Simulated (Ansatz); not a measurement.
Geometry optimisation, DFT PBE, scalar-relativistic, plane waves, PAW in Ansatz 0.2.0.

Input file:

```yaml
crystal:
  lattice:
    - [8.802272, 0.0, 0.0]
    - [0.0, 8.802272, 0.0]
    - [0.0, 0.0, 8.802272]
  atoms:
    - { symbol: C, position: [0.5091599, 0.9573602, 0.1818879] }
    - { symbol: H, position: [0.6214138, 0.9413734, 0.23157] }
    - { symbol: H, position: [0.5163182, 0.9450086, 0.0589202] }
    - { symbol: H, position: [0.4674992, 1.0705835, 0.2096316] }
    - { symbol: H, position: [0.4314082, 0.8724751, 0.2274297] }
    - { symbol: C, position: [0.5723027, 0.2286957, 0.8921377] }
    - { symbol: H, position: [0.6512227, 0.3239378, 0.8971781] }
    - { symbol: H, position: [0.5798144, 0.1632886, 0.9969724] }
    - { symbol: H, position: [0.6012433, 0.1561635, 0.7960837] }
    - { symbol: H, position: [0.4569304, 0.2713928, 0.8783164] }
    - { symbol: C, position: [0.1843829, 0.4627981, 0.8373674] }
    - { symbol: H, position: [0.2150354, 0.3428819, 0.8350519] }
    - { symbol: H, position: [0.0729727, 0.4779189, 0.7855604] }
    - { symbol: H, position: [0.2684676, 0.5281098, 0.774209] }
    - { symbol: H, position: [0.1810558, 0.5022818, 0.9546483] }
    - { symbol: C, position: [0.4917614, 0.6970999, 0.6945738] }
    - { symbol: H, position: [0.4676646, 0.7790476, 0.6049705] }
    - { symbol: H, position: [0.4589384, 0.5838572, 0.6568433] }
    - { symbol: H, position: [0.427606, 0.7269617, 0.7961474] }
    - { symbol: H, position: [0.6128366, 0.698533, 0.720334] }
    - { symbol: C, position: [1.0095334, 0.8370102, 0.5404215] }
    - { symbol: Cl, position: [0.8828124, 0.6941124, 0.6059428] }
    - { symbol: H, position: [0.9461106, 0.9415412, 0.5221859] }
    - { symbol: H, position: [1.0971843, 0.8550374, 0.6257095] }
    - { symbol: H, position: [1.0607865, 0.799569, 0.4343415] }
    - { symbol: C, position: [0.3049042, 0.4837101, 0.3507568] }
    - { symbol: Cl, position: [0.506777, 0.4854198, 0.3468261] }
    - { symbol: H, position: [0.2626548, 0.5763601, 0.2806663] }
    - { symbol: H, position: [0.2648581, 0.3754771, 0.3064437] }
    - { symbol: H, position: [0.266954, 0.4982745, 0.4675017] }
    - { symbol: C, position: [0.1309635, 0.0197319, 0.9004743] }
    - { symbol: Cl, position: [0.0397795, 0.1383347, 0.764865] }
    - { symbol: H, position: [0.1145665, 0.0677577, 1.0131969] }
    - { symbol: H, position: [0.0810455, -0.0932251, 0.8949422] }
    - { symbol: H, position: [0.2515924, 0.0140174, 0.8740595] }
    - { symbol: C, position: [0.0908155, 0.2149081, 0.3011055] }
    - { symbol: Cl, position: [-0.102875, 0.158991, 0.3124317] }
    - { symbol: H, position: [0.1266003, 0.2580413, 0.4112903] }
    - { symbol: H, position: [0.1591297, 0.1167223, 0.2698899] }
    - { symbol: H, position: [0.1020882, 0.3032679, 0.2153897] }
basis:
  ecutwfc: 420.0
kpoints:
  mp_grid: { grid: [1, 1, 1] }
hamiltonian:
  xc: pbe
scf:
  occupations: { method: fermi_dirac, width: 0.05 }
  lower_state_search: "off"
relax:
  f_tol: 0.3
  max_steps: 15
  adjacent_minimum: "off"
```

Launched with:

```bash
$ ansatz run input.yaml --threads 1 --pin off --max-ram 3072MiB --backend cpu --events-out ev --progress --plain --runs-dir out
```

Where does it end, and by what steps?

The forces met the threshold. The threshold is loose, so the end isn't yet a minimum. The force dipped under the threshold on the way, but the program's further checks kept it going. Limits of this set-up: coarse k mesh. After 2 steps the energy has fallen by 0.473 eV; H38 moved furthest, 0.30 Å.

| step | energy less start (eV) | largest force component (eV/Å) | accepted |
| --- | --- | --- | --- |
| 0 | 0.0000 | 0.435 | yes |
| 1 | -0.3068 | 0.153 | yes |
| 2 | -0.4732 | 0.252 | yes |

```xyz
40
Lattice="8.8023 0.0000 0.0000 0.0000 8.8023 0.0000 0.0000 0.0000 8.8023" Properties=species:S:1:pos:R:3
C 4.437 8.336 1.667
H 5.443 8.216 2.085
H 4.481 8.186 0.582
H 4.081 9.352 1.881
H 3.767 7.593 2.114
C 5.100 2.083 7.786
H 5.778 2.943 7.772
H 5.221 1.553 8.735
H 5.341 1.408 6.956
H 4.065 2.432 7.693
C 1.577 4.165 7.472
H 1.897 3.121 7.441
H 0.581 4.240 7.022
H 2.289 4.772 6.910
H 1.545 4.510 8.512
C 4.356 6.255 6.156
H 4.119 6.946 5.338
H 4.147 5.229 5.831
H 3.762 6.497 7.046
H 5.422 6.333 6.391
C 8.961 7.188 4.619
Cl 7.880 5.888 5.189
H 8.375 8.104 4.508
H 9.749 7.335 5.361
H 9.388 6.888 3.656
C 2.888 4.393 3.053
Cl 4.668 4.406 2.977
H 2.472 5.208 2.450
H 2.573 3.443 2.636
H 2.543 4.469 4.092
C 1.094 0.156 7.971
Cl 0.095 1.149 6.851
H 0.976 0.567 8.981
H 0.714 -0.874 7.934
H 2.151 0.197 7.664
C 0.598 1.783 2.653
Cl -1.119 1.293 2.623
H 0.834 2.162 3.654
H 1.252 0.933 2.418
H 0.719 2.566 1.897
```

Whether the end is a true minimum wasn't checked by a vibrational analysis.

The run took 13 s on 1 thread of Arm Neoverse V1 (shared host), peak memory 0.53 GiB.
